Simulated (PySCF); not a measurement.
Working out the ionisation energy of Ne²⁺

Ne²⁺ [He] 2s2 2p4 (3P) → Ne³⁺ [He] 2s2 2p3 (4S). Computed with PySCF 2.14 in x2c-TZVPPall (5s3p2d1f, 31 functions), with scalar relativity by spin-free X2C-1e. Frozen: 1s2. Energies in hartree (1 hartree = 27.21139 eV):

```json
{"part": "UHF", "Ne²⁺ (lower)": "-126.513666", "Ne³⁺ (upper)": "-124.240838"}
{"part": "CCSD correlation", "Ne²⁺ (lower)": "-0.155091", "Ne³⁺ (upper)": "-0.111290"}
{"part": "(T)", "Ne²⁺ (lower)": "-0.001389", "Ne³⁺ (upper)": "-0.000870"}
```

**Question.** What does Hartree-Fock give?

**Answer.** (-124.240838) − (-126.513666) = 2.272828 hartree = 61.847 eV.

**Question.** What do CCSD and CCSD(T) give?

**Answer.** The CCSD correlation energies differ by 0.043801 hartree = 1.192 eV and the triples by 0.000519 hartree = 0.014 eV, so CCSD gives 63.039 eV and CCSD(T) 63.053 eV.

A first-order spin-orbit estimate adds 0.038 eV to CCSD(T) (valence), giving 63.091 eV against 63.423 eV (measured; NIST Atomic Spectra Database, ionization energies).

What remains against the reference includes basis incompleteness, the frozen core and higher excitations.
